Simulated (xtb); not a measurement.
Harmonic IR lines of one isomer of C₉H₈BN, unscaled. Method: GFN2-xTB run with xtb 6.7.1.

```
wavenumber (cm⁻¹)  relative intensity
-----------------  ------------------
697                               4.3
756                               4.8
795                               5.9
811                               100
879                               6.7
954                               6.9
1152                               11
1214                               40
1243                               18
1331                               29
1401                              5.1
1442                               16
1530                              5.8
1571                              5.0
2652                               89
2712                               52
3047                               14
3065                              9.4
3077                               14
3084                               55
3106                              9.6
```

Problem. Name which structure gives these lines.
(A) `Bc1ccc2cccnc2c1`
(B) `Bc1cccc2cccnc12`
(C) `Bc1ccc2ccccc2n1`
(D) `Bc1cccc2ncccc12`

Solution. C, `Bc1ccc2ccccc2n1`
